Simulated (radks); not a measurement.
Values are calculated unless marked as measured or tabulated.
Initial-state core-level shifts of neutral potassium when its valence configuration changes from [Ar] 4s1. Level of theory: scalar-relativistic Kohn-Sham, r2SCAN, spin-polarised, spherical densities, finite nucleus; open shells are filled with parallel spins first; meta-GGA in the generalised Kohn-Sham scheme; Fermi nuclear charge, rms radius 3.4349 fm (a radial shooting solver on a logarithmic mesh with Libxc functionals). Shifts are changes of the shell-averaged eigenvalues in eV (positive: less bound); the change of the density at the nucleus, which sets a Mossbauer isomer shift, is in e/bohr^3, on a base of 5206.

3d1: 1s -1.996; 2s -1.910; 2p -1.917; 3p -1.869; density at nucleus -1.0892
4p1: 1s -1.572; 2s -1.568; 2p -1.568; 3p -1.533; density at nucleus -1.0734
4s0.5 4p0.5: 1s -0.801; 2s -0.800; 2p -0.800; 3p -0.785; density at nucleus -0.5801
3d0.5 4s0.5: 1s -1.304; 2s -1.274; 2p -1.276; 3p -1.248; density at nucleus -0.5099
